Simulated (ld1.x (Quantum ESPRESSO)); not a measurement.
# lanthanum (La), TM: configuration errors across variants

La (Z = 57), norm-conserving Troullier–Martins (Kleinman–Bylander form), made with ld1.x (Quantum ESPRESSO) 7.5 (PBE, scalar-relativistic). Core [Kr] 4d10, reference 4f0 5s2 5p6 5d1 6s2 6p0. Waves: 5s (bound): rc 2.80 bohr; 5p (bound): rc 2.80 bohr; 4f (bound, empty): rc 1.55 bohr; 5d (bound): rc 3.50 bohr. Local part: the d channel. Core correction: none.

Occupied shells without a wave of their own: 6s. They enter only through the test configuration that unscreens the potential.

All-electron excitation energies from the reference (eV): (1) 4f0 5s2 5p6 5d1 6s1 6p0 5.966; (2) 4f0 5s2 5p6 5d1 6s0 6p0 16.854; (3) 4f0 5s2 5p6 5d0 6s0 6p0 35.804; (4) 4f0 5s2 5p6 5d2 6s0 6p0 6.034; (5) 4f0 5s1 5p6 5d1 6s2 6p0 44.016; (6) 4f0 5s2 5p5 5d1 6s2 6p0 26.971; (7) 4f0 5s2 5p6 5d1 6s1 6p1 2.377.

For the base: The 6s level has no wave, so the channel is fitted at the deeper level alone: the likely source of the large errors.

On the changes marked as counting shells twice: ld1.x takes every shell without a wave as core, so the model core holds the marked electrons as well and exchange and correlation see them twice. This cancels in the reference configuration, but the file is broken for other ones, and its errors say nothing about a proper core correction.

The overlap operator is not positive definite (basis up to 400 Ry) in “type ultrasoft; waves now 5s (bound): rcut 2.45, rcutus 2.80 bohr; 6s (bound): rcut 2.45, rcutus 2.80 bohr; 5p (bound): rcut 2.45, rcutus 2.80 bohr; 6p (bound): rcut 2.45, rcutus 2.80 bohr; 5d (bound): rcut 3.05, rcutus 3.50 bohr; 5d channel at 0.5 Ry: rcut 3.05, rcutus 3.50 bohr; 4f (bound): rcut 1.35, rcutus 1.55 bohr; 4f channel at 1.25 Ry: rcut 1.35, rcutus 1.55 bohr; local potential all-electron potential smoothed inside 2.90 bohr (lloc = -1); augmentation PSQ, inside the norm-conserving radii”. Such files are unfit for use, however small their errors in these radial tests.

4 further variants failed, have other tests or too few solved ones, and are left out.

The file “base” misses its own reference levels by 0.6 eV. The file “wave 5p (bound): rc 2.80 bohr becomes 5p (bound): rc 2.86 bohr” misses its own reference levels by 0.6 eV. The file “core correction a·sin(br)/r model core inside 1.58 bohr (6s counted twice)” misses its own reference levels by 0.6 eV. The file “wave 5d (bound): rc 3.50 bohr becomes 5d (bound): rc 3.62 bohr” misses its own reference levels by 0.7 eV. The file “wave 4f (bound): rc 1.55 bohr becomes 4f (bound): rc 2.02 bohr” misses its own reference levels by 0.6 eV.

Errors AE − PS in meV (a dash: test not solved or not reliable):

| change | (1) | (2) | (3) | (4) | (5) | (6) | (7) | bound ghosts |
| --- | --- | --- | --- | --- | --- | --- | --- | --- |
| base | +817 | +2130 | +3048 | +1381 | -247 | -85 | +722 | none |
| wave 5p (bound): rc 2.80 bohr becomes 5p (bound): rc 2.86 bohr | +817 | +2130 | +3049 | +1382 | -245 | -88 | +723 | none |
| type ultrasoft; waves now 5s (bound): rcut 2.45, rcutus 2.80 bohr; 6s (bound): rcut 2.45, rcutus 2.80 bohr; 5p (bound): rcut 2.45, rcutus 2.80 bohr; 6p (bound): rcut 2.45, rcutus 2.80 bohr; 5d (bound): rcut 3.05, rcutus 3.50 bohr; 5d channel at 0.5 Ry: rcut 3.05, rcutus 3.50 bohr; 4f (bound): rcut 1.35, rcutus 1.55 bohr; 4f channel at 1.25 Ry: rcut 1.35, rcutus 1.55 bohr; local potential all-electron potential smoothed inside 2.90 bohr (lloc = -1); augmentation PSQ, inside the norm-conserving radii | – | – | – | – | – | – | – | not determined (overlap not positive) |
| core correction a·sin(br)/r model core inside 1.58 bohr (6s counted twice) | +703 | +1581 | +2255 | +1092 | -318 | -121 | +711 | none |
| wave 5d (bound): rc 3.50 bohr becomes 5d (bound): rc 3.62 bohr | +929 | +2421 | +3465 | +1571 | -263 | -95 | +801 | none |
| wave 4f (bound): rc 1.55 bohr becomes 4f (bound): rc 2.02 bohr | +817 | +2130 | +3048 | +1381 | -247 | -85 | +722 | none |

Problem. Give the same row for: wave 5s (bound): rc 2.80 bohr becomes 5s (bound): rc 3.68 bohr.

Solution. +166, +361, +458, +288, -162, +81, +215; bound ghosts: none.
